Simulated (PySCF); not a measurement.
Geometries of 2 isomers of C3HF2NS, from PBE0-D3(BJ)/def2-SVP geometry optimisation, gas phase (PySCF 2.14.0). One conformer each, no zero-point energy, no frequencies.

Question: Which isomer lies lower at this level?
A.
```xyz
8
angstrom
F     -1.424    1.758    0.466
C     -0.581    0.749    0.433
N      0.483    0.730    1.256
C      1.191   -0.341    1.071
S      0.603   -1.430   -0.140
C     -0.703   -0.327   -0.404
F     -1.641   -0.552   -1.297
H      2.103   -0.578    1.624
```
B.
```xyz
8
angstrom
F      0.044   -0.093   -1.898
C      0.010   -0.046   -0.585
C     -0.889   -0.725    0.183
S     -0.566   -0.375    1.847
C      0.732    0.640    1.316
F      1.457    1.270    2.203
N      0.926    0.724    0.051
H     -1.693   -1.385   -0.133
```

Answer: B. That is `FC1=CSC(F)=N1`, 10.4 kcal/mol below the other.

```csv
SMILES,atoms numbered as above,E (Eh),relative (kcal/mol),relative (kJ/mol),dipole (D)
Fc1csc(F)n1,[F:1][c:2]1[cH:3][s:4][c:5]([F:6])[n:7]1,-766.60880,0.0,0.0,2.54
Fc1ncsc1F,[F:1][c:2]1[n:3][cH:4][s:5][c:6]1[F:7],-766.59224,10.4,43.5,2.49
```
